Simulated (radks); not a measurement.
Coulomb parameter of the 3d shell of neutral iron in the model configuration [Ar] 3d6.5 4s1.5, as a second difference U = [E(n + 0.25) + E(n - 0.25) - 2 E(n)] / (0.25)^2 with all orbitals relaxed. "Bare": the charge of the atom changes with n. "Screened": the 4s shell takes up the change at fixed total charge, which measures U(3d,3d) + U(4s,4s) - 2 U(3d,4s). Calculated with a radial shooting solver on a logarithmic mesh with Libxc functionals: Dirac Kohn-Sham, PBE, spin-unpolarised, spherical densities, finite nucleus; open shells are shared between the two j in proportion to 2j + 1; Fermi nuclear charge, rms radius 3.7377 fm.

| case | configuration | E - E(n) (eV) |
|---|---|---|
| start | [Ar] 3d6.5 4s1.5 | 0.000 |
| bare +0.25 | [Ar] 3d6.75 4s1.5 | -1.040 |
| bare -0.25 | [Ar] 3d6.25 4s1.5 | 1.726 |
| screened +0.25 | [Ar] 3d6.75 4s1.25 | -0.106 |
| screened -0.25 | [Ar] 3d6.25 4s1.75 | 0.272 |

U(bare) = 10.979 eV, U(screened by 4s) = 2.655 eV. The step up makes a negative ion, whose loosely bound charge lowers the bare value.
